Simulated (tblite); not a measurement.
Species: C₆H₅OS (doublet state).
Geometry (GFN2-xTB, Å), atoms numbered from 1 in this order:
```
atom  x, y, z in Å
O1    -2.5164   -0.1363   -0.2468
C2    -1.1735   -0.0740   -0.1191
C3    -0.5189    1.0824    0.3100
C4     0.8514    1.1017    0.4254
C5     1.6051   -0.0385    0.1143
S6     3.3144   -0.0154    0.2570
C7     0.9406   -1.1975   -0.3159
C8    -0.4271   -1.2152   -0.4308
H9    -2.9185    0.7077   -0.0044
H10   -1.0966    1.9649    0.5514
H11    1.3622    1.9929    0.7562
H12    1.5231   -2.0738   -0.5547
H13   -0.9501   -2.0985   -0.7603
```

Level: GFN2-xTB in tblite, geometry and Hessian alike; calculated harmonic values, unscaled, isolated species. This tight-binding method is rough: wavenumbers can miss measured ones by several per cent, in bad cases by 10 to 20. One conformer, not necessarily the lowest. Open shells enter through the occupations alone, without spin polarisation, and single modes of such species can be off by tens of per cent.

Harmonic wavenumbers (cm⁻¹): 106.0, 240.7, 295.1, 358.0, 368.8, 394.5, 458.6, 482.3, 603.2, 656.8, 663.4, 807.0, 840.3, 844.0, 901.6, 914.0, 996.8, 1085.7, 1111.7, 1141.7, 1180.3, 1261.3, 1276.8, 1336.6, 1419.9, 1448.5, 1532.6, 1576.1, 3060.6, 3100.1, 3101.3, 3114.2, 3501.0.

A = 5663, B = 1025, C = 867.9 MHz; mass 125.006 u (most abundant isotopes); point group Cs, symmetry number 1; spin multiplicity 2.

Task: Zero-point energy?

Result: ½Σν̃ = 20090 cm⁻¹ = 57.44 kcal/mol.

Task: What is S at 350 K and 1 bar for an ideal gas of classical rigid rotors and harmonic oscillators?

Result: Translation 41.21, rotation 29.02, vibration 17.28, spin (R ln 2) 1.38: S = 88.9 cal/(mol K).

Task: And Cp and H(350 K) − H(0)?

Result: Cp = 32.39 cal/(mol K), of which vibrations give 24.44 (their classical limit is 33 R = 65.6); H(350 K) − H(0) = 6.50 kcal/mol without the zero-point energy, 3.72 from vibrations.

Task: Blend soft modes into free rotors: weight 1/[1 + (100 cm⁻¹/ν̃)⁴] for the oscillator and the rest for a rotor with moment μB/(μ + B), μ = h/(8π²ν), B = 10⁻⁴⁴ kg m². What vibrational entropy results?

Result: 16.99 cal/(mol K) in place of 17.28, which changes −T·S at 350 K by +0.10 kcal/mol.

Task: What must be added to the electronic energy to get the Gibbs energy at 350 K and 1 bar?

Result: ZPE + [H(350 K) − H(0)] − T·S = 57.44 + 6.50 − 31.11 = 32.83 kcal/mol.

Hindered rotation and anharmonicity are outside this model. Other conformers, if any are populated, would add a mixing term that is left out.
